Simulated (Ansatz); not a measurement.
Geometry optimisation, Ansatz, UKS r2SCAN-D4/6-31G*.

Input file:

```yaml
crystal:
  periodic: [false, false, false]
  atoms:
    - { symbol: Si, position_ang: [0.0, 0.0, 0.0] }
    - { symbol: H, position_ang: [0.0, 0.0, 1.71] }
    - { symbol: O, position_ang: [1.5842, 0.0, -0.5594] }
    - { symbol: H, position_ang: [1.9006, -0.9521, -0.6761] }
    - { symbol: H, position_ang: [-0.6877, 1.1914, -0.4862] }
    - { symbol: O, position_ang: [-0.7913, -1.3709, -0.5594] }
    - { symbol: H, position_ang: [-1.2459, -1.8365, 0.2129] }
    - { symbol: "N", position_ang: [0.0, 0.0, 3.07] }
    - { symbol: H, position_ang: [-0.496, -0.7725, 3.6] }
    - { symbol: H, position_ang: [0.496, 0.7725, 3.6] }
magnetization:
  spin_polarized: true
  initial_magnetization: 1
basis:
  gaussian: { orbitals: "6-31G*" }
hamiltonian:
  xc: r2scan
  dispersion: d4
relax:
  f_tol: 0.15
  max_steps: 25
  restrain:
    - { distance: [1, 7], at: 1.06, k: 30.0 }
    - { distance: [0, 1], at: 2.66, k: 30.0 }
```

Launched with:

```bash
$ ansatz run input.yaml --threads 4 --pin off --max-ram 5120MiB --backend cpu --events-out ev --progress --plain --runs-dir out
```

Problem. Where does it end, and by what steps?

Solution. It converged. The restraints hold the end off the free minimum; the threshold counts their pulls, which the force column leaves out. Restrained pairs: H2–N8 (1.36 → 1.04 Å), Si1–H2 (1.71 → 2.66 Å). After 10 steps the energy has fallen by 1.710 eV (the restraints' own energy left out); H2 moved furthest, 0.67 Å.

```tsv
step	energy less start (eV)	largest force component (eV/Å)	accepted
0	0.0000	2.565	yes
1	-0.6414	3.286	yes
2	-0.8042	3.025	yes
3	-1.1309	2.201	yes
4	-1.3764	0.888	yes
5	-1.5206	1.358	yes
6	-1.5728	2.380	yes
7	-1.6844	0.673	yes
8	-1.6963	0.668	yes
9	-1.6996	0.918	yes
10	-1.7105	0.563	yes
```

```xyz
10
Properties=species:S:1:pos:R:3
Si -0.055 -0.014 -0.284
H -0.034 0.047 2.375
O 1.480 0.015 -0.906
H 2.038 -0.739 -0.658
H -0.697 1.160 -0.944
O -0.884 -1.407 -0.682
H -1.124 -1.964 0.073
N 0.127 -0.285 3.347
H -0.784 -0.224 3.801
H 0.694 0.443 3.789
```

The run took 28 s on 4 threads of Arm Neoverse V1, on a shared host, peak memory 0.23 GiB.
